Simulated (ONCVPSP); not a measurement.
# Plane-wave convergence, ONCV potential for Al (Z = 13)

Al (Z = 13), optimised norm-conserving Vanderbilt (ONCV), made with ONCVPSP 4.0.1 (PBE, scalar-relativistic). Core [He], reference 2s2 2p6 3s2 3p1. Waves: 2s+3s: rc 0.90 bohr, ncon 4, nbas 7, qcut 16.1 1/bohr, 2 projectors; 2p+3p: rc 1.15 bohr, ncon 3, nbas 8, qcut 14.3 1/bohr, 2 projectors; d scattering state at 0.25 Ha: rc 0.90 bohr, ncon 4, nbas 7, qcut 9.4 1/bohr, 1 projector. Local part: polynomial inside 0.85 bohr (lpopt 5, dvloc0 4 Ha). Core correction: none.

Task: For each optimised wave give the share of its norm inside rc, the residual kinetic energy above qcut (Ha) and the cutoffs (Ha) for errors of 10, 1, 0.1 and 0.01 mHa per electron.

Result:

```
         wave  norm inside rc  residual KE  10 mHa  1 mHa  0.1 mHa  0.01 mHa
           2s           0.852      6.5e-08    47.4   70.4     87.7     102.2
           3s           0.030      2.8e-08    13.6   51.5     74.8      92.6
           2p           0.939      5.7e-08    56.4   68.8     78.6      87.1
           3p           0.022      5.7e-09    39.4   55.5     68.8      79.0
d projector 1           0.005      4.0e-05     6.4   19.4     37.4      86.6
```

The occupied waves need 70 Ha and 88 Ha for 1 and 0.1 mHa. Rows with under 1 % of the norm inside rc give no meaningful cutoff. 1 of 4 tests not solved or not reliable.
